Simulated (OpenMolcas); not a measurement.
**neutral gallium: input and output**

Input:

```
&GATEWAY
Coord
1

Ga 0.0 0.0 0.0
Basis=ANO-RCC-VDZP
Group=XYZ
NoMove
AngMom=0.0 0.0 0.0
AMFI
&SEWARD
&RASSCF
FileOrb=start.orb
Symmetry=2
Spin=4
nActEl=3 0 0
Inactive=8 6
Ras2=1 3
CIRoot=1 1 1
SDav=1
CIMx=300
Iter=120 100
PrWF=0.3
OrbListing=Nothing
MaxOrb=0
Atom
>>> COPY $Project.JobIph JOB001
&RASSCF
FileOrb=start.orb
Symmetry=2
Spin=2
nActEl=3 0 0
Inactive=8 6
Ras2=1 3
CIRoot=11 11 1
SDav=11
CIMx=300
Iter=120 100
PrWF=0.3
OrbListing=Nothing
MaxOrb=0
Atom
CIOnly
>>> COPY $Project.JobIph JOB002
&RASSCF
FileOrb=start.orb
Symmetry=1
Spin=4
nActEl=3 0 0
Inactive=8 6
Ras2=1 3
CIRoot=3 3 1
SDav=3
CIMx=300
Iter=120 100
PrWF=0.3
OrbListing=Nothing
MaxOrb=0
Atom
>>> COPY $Project.JobIph JOB003
&RASSCF
FileOrb=start.orb
Symmetry=1
Spin=2
nActEl=3 0 0
Inactive=8 6
Ras2=1 3
CIRoot=9 9 1
SDav=9
CIMx=300
Iter=120 100
PrWF=0.3
OrbListing=Nothing
MaxOrb=0
Atom
CIOnly
>>> COPY $Project.JobIph JOB004
&RASSI
NrOfJobIphs=2 3 3
1 2 3
1 2 3
IphNames
JOB002
JOB003
EJob
SpinOrbit
DIPRint=1.0
SOCoupling=1000.0
Subsets=2
MEES
Property=10
'ANGMOM' 1 'ANGMOM' 2 'ANGMOM' 3 'MLTPL  1' 1 'MLTPL  1' 2 'MLTPL  1' 3
'AMFI' 1 'AMFI' 2 'AMFI' 3 'MLTPL  2' 6
SOProperty=3
'ANGMOM' 1 'ANGMOM' 2 'ANGMOM' 3
```

A driver script runs the steps one by one and writes start.orb anew before each from the orbitals found so far, so a CI-only block uses the converged orbitals of the first block.

Output, cut to the results:

```
--- SEWARD ---
Basis set label: GA.ANO-RCC...5S4P2D.

      Electronic valence basis set:
      ------------------
      Associated Effective Charge  31.000000 au
      Associated Actual Charge     31.000000 au
      Nuclear Model: Point charge

      Shell  nPrim  nBasis  Cartesian Spherical Contaminant
         s      20       5        X
         p      17       4        X
         d      11       2                 X
                  Relativistic Douglas-Kroll-Hess integrals:
                    - DKH order of Hamiltonian: 2
                    - DKH order of Properties : 0
                  Atomic mean-field integrals
--- RASSCF ---
Wave function specifications:
      -----------------------------

      Number of closed shell electrons          28
      Number of electrons in active shells       3
      Max number of holes in RAS1 space          0
      Max nr of electrons in RAS3 space          0
      Number of inactive orbitals               14
      Number of active orbitals                  4
      Number of secondary orbitals               9
      Spin quantum number                      1.5
      State symmetry                             2
Orbital specifications:
      -----------------------

      Symmetry species                           1   2
                                                ag  au
      Frozen orbitals                            0   0
      Inactive orbitals                          8   6
      Active orbitals                            1   3
      RAS1 orbitals                              0   0
      RAS2 orbitals                              1   3
      RAS3 orbitals                              0   0
      Secondary orbitals                         6   3
      Deleted orbitals                           0   0
      Number of basis functions                 15  12
      Number of CSFs                             1
      Number of root(s) required                 1
      Iter CI   SX   CI       RASSCF       Energy    max ROT     max BLB   max BLB  Level Ln srch  Step   QN
          iter iter root      energy       change     param      element    value   shift minimum  type update
 Nr of preliminary CI iterations:   1
 ###############################################################################
 ###############################################################################
 ###                                                                         ###
 ###                                                                         ###
 ###    WARNING: Problems in orbital optimization.                           ###
 ###                                                                         ###
 ###                                                                         ###
 ###############################################################################
 ###############################################################################
  Warning: In symmetry  1, orbital p=   9 has diagonal density matrix element D(p,p) close to zero. D(p,p)=  0.000000E+00
      Total energies have been shifted. Add                -1000.00 au
        ...
 ###############################################################################
 ###############################################################################
  Warning: In symmetry  1, orbital p=   9 has diagonal density matrix element D(p,p) close to zero. D(p,p)=  0.000000E+00
       10   1    3    1  -941.69523403   -1.37E-10   2.36E-07    3   9 1 -2.65E-06   0.50   1.08    QN   YES
      Convergence after 10 iterations
       11   1    3    1  -941.69523403   -3.18E-12   2.36E-07    5  12 1  1.49E-07   0.50   1.08    QN   YES
      Natural orbitals and occupation numbers for root  1
      sym 1:   0.000000
      sym 2:   1.000000   1.000000   1.000000
::    RASSCF root number  1 Total energy:  -1941.69523403
--- RASSCF ---
Wave function specifications:
      -----------------------------

      Number of closed shell electrons          28
      Number of electrons in active shells       3
      Max number of holes in RAS1 space          0
      Max nr of electrons in RAS3 space          0
      Number of inactive orbitals               14
      Number of active orbitals                  4
      Number of secondary orbitals               9
      Spin quantum number                      0.5
      State symmetry                             2
Orbital specifications:
      -----------------------

...
--- RASSI ---
SPIN-FREE ENERGIES:
  (Shifted by EMIN (a.u.) =      -1942.1401566856)

 SF State       Relative EMIN(au)   Rel lowest level(eV)    D:o, cm**(-1)      L_eff

     1             0.0000000000        0.0000000000              0.0000         1.0
     2             0.0000000000        0.0000000000              0.0000         1.0
     3             0.0000000000        0.0000000000              0.0000         1.0
     4             0.1338277815        3.6416394523          29371.8030         1.0
     5             0.1338277815        3.6416394523          29371.8030         1.0
     6             0.1338277815        3.6416394523          29371.8030         1.0
     Dipole printing threshold changed to   1.00000000E+00

++ Dipole transition strengths (spin-free states):
   -----------------------------------------------
     for osc. strength at least  1.00000000E+00

  ( Max oscillator strength is only    3.7753314845456553E-035 )
--
Eigenvalues of complex Hamiltonian:
   -----------------------------------
  (Shifted by EMIN (a.u.) =      -1942.1401566856)

 SO State       Relative EMIN(au)   Rel lowest level(eV)    D:o, cm**(-1)     J-value

     1            -0.0024852742        0.0000000000              0.0000         0.4
     2            -0.0024852742        0.0000000000              0.0000         0.4
     3             0.0012426371        0.1014416349            818.1820         1.0
     4             0.0012426371        0.1014416349            818.1820         1.0
     5             0.0012426371        0.1014416349            818.1820         1.3
     6             0.0012426371        0.1014416349            818.1820         1.3
     7             0.1316129408        3.6489983238          29431.1563         0.4
     8             0.1316129408        3.6489983238          29431.1563         0.4
     9             0.1329418452        3.6851596548          29722.8171         1.1
...
```

The J values that RASSI prints are effective ones from its own formula and need not be integers or half-integers; the table below assigns J from the states.

Levels above the lowest, from the spin-orbit matrix, grouped by J:

| Configuration | Term | J | E (eV) | Measured (eV) | g | Term weight % |
| --- | --- | --- | --- | --- | --- | --- |
| 4s² 4p | ²P° | 1/2 | 0.0000 | 0.0000 | 0.666 | 100 |
| 4s² 4p | ²P° | 3/2 | 0.1014 | 0.1024 | 1.334 | 100 |
| 4s 4p² | ⁴P | 1/2 | 3.6490 |  | 2.671 | 100 |
| 4s 4p² | ⁴P | 3/2 | 3.6852 |  | 1.735 | 100 |
| 4s 4p² | ⁴P | 5/2 | 3.7454 |  | 1.601 | 100 |

Against the measured value (NIST Handbook of Basic Atomic Spectroscopic Data): 4s² 4p ²P°_3/2: computed 0.1014, measured 0.1024 eV (-1.0 %).

Some high roots are left out of the spin-orbit mixing, which shifts the levels that they would mix with. Without dynamic correlation excited terms often stand tens of per cent too high (terms of higher spin than the ground term too low), and those without a measured partner can miss by more than the paired ones. Terms from blocks run as CI alone lack orbitals of their own. Terms of s pⁿ other than that of highest spin mix with s² pⁿ⁻² d, which this space lacks; all of them can be thousands of cm-1 off, and some have no real level of that name. Measured partners are found by configuration, term and J. A level has none where our copy of the source lacks it or the pairing is in doubt (some pairs that miss far off the trend of their configuration count as doubtful), and it then counts in no deviation. Levels of configurations outside the active space are missing. The first state left out of the spin-orbit step lies near 52000 cm-1 above the lowest spin-free state of the reference (among the parities and spins computed), and the list stops at four fifths of that energy or lower.

The term weight is that of the spin-free term in the level, not the purity of its configuration. ° marks odd parity.
